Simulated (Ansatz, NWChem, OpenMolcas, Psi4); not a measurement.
# BClF2 (chlorodifluoroborane): the HOMO–LUMO gap, rung by rung

BClF2 has 4 atoms, charge 0, and is taken as a singlet. As SMILES, `FB(F)Cl`. The shape is that of a PBE0-D4/def2-TZVP optimisation.

Quantity: the HOMO–LUMO gap, in eV. The values are calculated.

```json
{"level": "SVWN5/aug-cc-pVDZ", "kind": "LDA", "program": "OpenMolcas", "value (eV)": "6.87", "CPU time": "21 s"}
{"level": "revPBE/aug-cc-pVDZ", "kind": "GGA", "program": "NWChem", "value (eV)": "7.09", "CPU time": "35 s"}
{"level": "TPSS/aug-cc-pVDZ", "kind": "meta-GGA", "program": "NWChem", "value (eV)": "7.30", "CPU time": "37 s"}
{"level": "B3LYP/aug-cc-pVDZ", "kind": "global hybrid", "program": "Ansatz", "value (eV)": "9.06", "CPU time": "6.1 s"}
{"level": "BHLYP/aug-cc-pVDZ", "kind": "global hybrid", "program": "OpenMolcas", "value (eV)": "11.52", "CPU time": "25 s"}
{"level": "HSE06/aug-cc-pVDZ", "kind": "range-separated hybrid", "program": "Ansatz", "value (eV)": "8.83", "CPU time": "6.9 s"}
{"level": "wB97X/aug-cc-pVDZ", "kind": "range-separated hybrid", "program": "Psi4", "value (eV)": "13.88", "CPU time": "16 s"}
{"level": "B2PLYP/aug-cc-pVDZ (density fitting for correlation)", "kind": "double hybrid", "program": "Psi4", "value (eV)": "11.63", "CPU time": "12 s"}
```

The values span 6.87 to 13.88 eV. Orbital gaps aren't excitation energies, and those of double hybrids come from the SCF part alone; they tend to grow with the share of exact exchange. CPU times are rough (shared hosts, several kinds of processor): they show what a rung costs within a factor of a few.
